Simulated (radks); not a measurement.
Results of a calculation; reference values are marked as such.
Ionisation of Zr2+, [Kr] 4d2, to Zr3+, [Kr] 4d1, under several functionals. Scalar-relativistic Kohn-Sham, spin-polarised, spherical densities, finite nucleus; open shells are filled with parallel spins first (spin-orbit coupling, left out, can overturn this in heavy ions); a radial shooting solver on a logarithmic mesh with Libxc functionals.

functional,E(Zr2+) (hartree),Exc (hartree),IE (eV),-e(HOMO) (eV),<r> HOMO (bohr),IE error (eV)
BLYP,-3598.28491,-114.10213,23.007,17.755,2.009,-0.163
XLYP,-3598.69276,-114.51437,23.037,17.782,2.012,-0.133
"LDA (Slater exchange, Perdew-Zunger correlation)",-3593.82106,-109.58983,23.260,18.033,2.001,+0.090
r2SCAN,-3598.34518,-114.05638,22.920,17.781,1.985,-0.250

NIST Atomic Spectra Database: 23.170 eV (semi-empirical). Closest: LDA (Slater exchange, Perdew-Zunger correlation). The Delta-SCF values span 0.34 eV, the total energies 4.87 hartree. The highest occupied level is 4d. Open shells are spherical and high-spin; term and fine-structure splittings are not resolved.
